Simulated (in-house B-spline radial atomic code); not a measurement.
Ionisation energies along the 32-electron series, configuration 1s2 2s2 2p6 3s2 3p6 3d10 4s2 4p1/2(2), as differences of self-consistent energies. Dirac energy differences include first-order Breit, QED and recoil terms. NIST's values go from ground level to ground level; the uncertainty of those that are theory runs from under 0.1 % in few-electron ions to several per cent in heavy many-electron ones. Computed with an all-electron radial atomic-structure program (B-spline basis): Dirac-Hartree-Fock, jj configuration that fills j = l - 1/2 first, finite nuclei.

A number in brackets counts the electrons of a j subshell.

```
  ion     configuration after  ionisation energy (eV)  IE/(q+1)² (eV)  -ε less Coulomb ΔSCF (eV)  Breit and QED recoil part (eV)  tabulated value (eV)    tabulated kind  computed minus tabulated (eV)
 I21+  [Ar] 3d10 4s2 4p1/2(1)                   647.7          1.3381                    0.36158                        -0.54371                   649  tabulated theory                           -1.3
Xe22+  [Ar] 3d10 4s2 4p1/2(1)                   699.0          1.3214                     0.3646                        -0.60118                   700  tabulated theory                           -1.0
Cs23+  [Ar] 3d10 4s2 4p1/2(1)                   752.3           1.306                    0.36767                         -0.6626                   753  tabulated theory                           -0.7
Ba24+  [Ar] 3d10 4s2 4p1/2(1)                   807.5           1.292                    0.37078                        -0.72809                   809  tabulated theory                           -1.5
La25+  [Ar] 3d10 4s2 4p1/2(1)                   864.6           1.279                    0.37392                        -0.79786                   865  tabulated theory                           -0.4
Ce26+  [Ar] 3d10 4s2 4p1/2(1)                   923.7           1.267                    0.37711                        -0.87206                   924  tabulated theory                           -0.3
Pr27+  [Ar] 3d10 4s2 4p1/2(1)                   984.7           1.256                    0.38033                        -0.95087                   985  tabulated theory                           -0.3
Nd28+  [Ar] 3d10 4s2 4p1/2(1)                  1047.7          1.2458                     0.3836                         -1.0345                  1049  tabulated theory                           -1.3
Pm29+  [Ar] 3d10 4s2 4p1/2(1)                  1112.7          1.2363                     0.3869                          -1.123                  1113  tabulated theory                           -0.3
```
